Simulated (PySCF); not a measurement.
SnCl₃, SMILES [Cl][Sn-]([Cl])[Cl], charge -1.

Geometry: r2SCAN-D4/def2-SVPD. The isomer is the one that the SMILES or the coordinates give; other isomers of the formula were not compared. The def2 effective core potentials stand for the cores of Sn; spin–orbit coupling is left out.

The numbers are results of PySCF with PBE/def2-TZVPD, not measurements.

Symmetry labels are those of the subgroup Cs that the program uses (full group C3v).

Problem. List the valence orbital energies around the gap with their symmetry. (The exact figures need the calculation; the answer reports its results.)

Solution. 
| orbital | symmetry | energy (eV) |
|---|---|---|
| HOMO−7 | A' | -4.20 |
| HOMO−6 | A' | -3.50 |
| HOMO−5 | A" | -3.11 |
| HOMO−4 | A' | -3.11 |
| HOMO−3 | A" | -2.79 |
| HOMO−2 | A' | -2.79 |
| HOMO−1 | A" | -2.70 |
| HOMO | A' | -1.94 |
| LUMO | A' | 2.36 |
| LUMO+1 | A" | 2.42 |
| LUMO+2 | A' | 2.42 |
| LUMO+3 | A' | 2.97 |
